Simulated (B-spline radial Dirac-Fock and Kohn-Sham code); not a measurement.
Atomic SCF run for Mg

ΔSCF core binding energies without Breit or QED terms, calculated with a B-spline atomic structure program. Keys: rel is the Hamiltonian (dirac, or spin-free x2c and nr, where L3 and M5 stand for the whole 2p and 3d shells), method is hf or an exchange,correlation pair (spin-unpolarised, also for the hole states), nuc the nuclear model, radius_factor scales its radius, rmax is the box in bohr, h the logarithmic mesh step, order the B-spline order, points the quadrature points per cell, c_factor scales the speed of light, and damp, ndamp, maxit and tol steer the iteration. The run stops when the commutator error falls below 10·tol·max(1, Z/10), or the numerical noise floor, and the energy has settled to about 1e-8 Ha; the virial ratio is −V/T.

Input (task.json):

```json
{"items": [{"Z": 12, "q": 0, "cfg": [[1, 0, 2], [2, 0, 2], [2, 1, 6], [3, 0, 2]], "A": 24, "rrms": 3.057, "do": "settings", "holes": ["K", "L3", "M5"],
  "settings": [{"rel": "dirac", "method": "hf", "nuc": "fermi", "radius_factor": 0.5, "rmax": 45.0, "h": 0.3, "order": 8, "points": 10, "c_factor": 1.0, "maxit": 60, "damp": 0.5, "ndamp": 3, "tol": 1e-08}]}]}
```

Command: `python xray2_run.py task.json out`

Ground-state iterations:

```
iter   energy (Ha)        error
   1     -199.65184843  4.68e-01
   2     -199.91158474  5.11e-02
   3     -199.93187055  1.72e-02
   4     -199.93453210  5.82e-03
   5     -199.93507062  2.16e-03
   6     -199.93512684  3.69e-04
   7     -199.93513457  7.66e-05
   8     -199.93513493  5.46e-06
   9     -199.93513494  4.87e-07
```

The ground state converged in 9 iterations, with total energy -199.93513 Ha, virial ratio 1.99679 and highest orbital energy -6.90 eV. ΔSCF binding energies: K (1s) 1311.7 eV, L3 (2p3/2) 56.31 eV. Holes are computed only in closed shells, and unreliable hole states are left out.
